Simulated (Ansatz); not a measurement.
Reaction (SMILES): CCCCC[CH]O -> CCCCCC[O]
Structures are relaxed separately at B3LYP-D3(BJ)/def2-TZVP in Ansatz (an electronic-structure program), one conformer each, not searched for the lowest. Frequencies are from Ansatz.

Quantity: isomerisation energy (enthalpy at 298 K, with B3LYP-D3(BJ) rigid-rotor harmonic-oscillator terms), in kcal/mol. Correlated levels leave the core frozen unless marked. UHF or UKS for open shells. Spin-orbit coupling is left out. No relativistic terms. Basis-set limits of correlation are two-point, X^-3; Hartree-Fock from the larger set. [CCSD(T)-MP2]/basis is that difference in the basis named.

```tsv
level	program	isomerisation energy (kcal/mol)	minus last row
HF/STO-3G	Ansatz	-23.3	-33.2
PBE/def2-TZVPD	Ansatz	8.5	-1.4
revPBE-D3(BJ)/def2-TZVPD	Ansatz + dftd3	7.6	-2.3
B3LYP-D4/def2-TZVPD	Ansatz + dftd4	7.2	-2.7
PBE0-D4/def2-TZVP	Ansatz + dftd4	7.4	-2.5
wB97X-V/def2-TZVPD	Ansatz	6.7	-3.2
RI-MP2/CBS(cc-pVTZ,cc-pVQZ)+[CCSD(T)-MP2]/cc-pVTZ	Ansatz	9.9	0.0
```
